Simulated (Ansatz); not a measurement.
System: GeF (charge 0, doublet). SMILES: [F][Ge]
Geometry from a B3LYP-D3(BJ)/def2-TZVP (Ansatz, an electronic-structure program) optimisation:
```
F
Ge 1 1.7699
```
Charge 0, spin multiplicity 2.

Computed values are from Ansatz. Valence correlation only, unless marked. UHF or UKS for open shells. Spin-orbit coupling is left out. Frozen are the shells of the preceding noble gas and the d and f shells that filled before the atom's block. No relativistic terms. CBS marks a two-point X^-3 extrapolation of the correlation energy; Hartree-Fock from the larger set (for Q and 5 zeta extrapolated as (X+1)exp(-9√X)).

### Question
What is the vertical ionisation energy (to the singlet) at CCSD(T)/CBS(aug-cc-pVTZ,aug-cc-pVQZ)?

### Answer
7.55 eV.

### Question
What is the T1 diagnostic at CCSD/cc-pV5Z?

### Answer
0.018.

### Question
What is the atomisation energy De at CCSD(T)/CBS(cc-pVQZ,cc-pV5Z)?

### Answer
521.0 kJ/mol.

### Question
What is the total energy at CCSD(T)/CBS(cc-pVQZ,cc-pV5Z)?

### Answer
-2175.3030 Eh.

### Question
What is the dipole moment at CCSD(T)/aug-cc-pVDZ?

### Answer
1.95 D.
